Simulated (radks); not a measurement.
Values are calculated unless marked as measured or tabulated.
Question: Coherent X-ray form factor from a spherical all-electron density. Code: a radial shooting solver on a logarithmic mesh with Libxc functionals. Model: Dirac Kohn-Sham, Slater X-alpha with alpha = 0.945, spin-unpolarised, spherical densities, point nucleus.

| sin(theta)/lambda (1/angstrom) | f0 (electrons) |
|---|---|
| 0.05 | 40.607 |
| 0.1 | 39.479 |
| 0.15 | 37.760 |
| 0.2 | 35.647 |
| 0.25 | 33.345 |
| 0.3 | 31.030 |
| 0.4 | 26.831 |
| 0.5 | 23.510 |
| 0.6 | 21.002 |
| 0.8 | 17.415 |
| 1 | 14.552 |
| 1.25 | 11.436 |
| 1.5 | 9.014 |
| 2 | 6.319 |

The species is in the configuration that NIST lists as its ground one. Which atom or ion scatters so?

Answer: The rhodium ion Rh4+, [Kr] 4d5. Extrapolating in s^2 from the first two rows gives f0(0) = 41.0, near the electron count 41; among species with that count, the fall with angle is slower the higher Z, and the table is that of Z = 45; from so few rows the species is fixed only to a neighbour or two.
